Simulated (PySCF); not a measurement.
Computed shifts of a molecule H7NOSi2, HF/pcSseg-1 (PySCF), GIAO, gas phase, equivalent atoms averaged, in ppm (number of nuclei): ²⁹Si: -40.6 (1), -47.4 (1). ¹⁵N: 24.0 (1). ¹H: 4.70 (3), 4.48 (2), 1.57 (2). References: ²⁹Si against TMS (σ = 393.8 ppm); ¹⁷O against H2O (σ = 333.0 ppm); ¹⁵N against NH3 (σ = 267.3 ppm); ¹H against TMS (σ = 31.99 ppm), references at their B3LYP-D3(BJ)/def2-TZVP geometries, non-relativistic. The structure is a stationary point at B3LYP-D3(BJ)/def2-SVP. The values are those of a single conformer.

### Question
Pick the molecule that these values belong to.
A. N[Si@H](O)[SiH3]
B. N[SiH2]O[SiH3]
C. N[SiH2][SiH2]O
D. O[SiH2]N[SiH3]

### Answer
B, N[SiH2]O[SiH3]
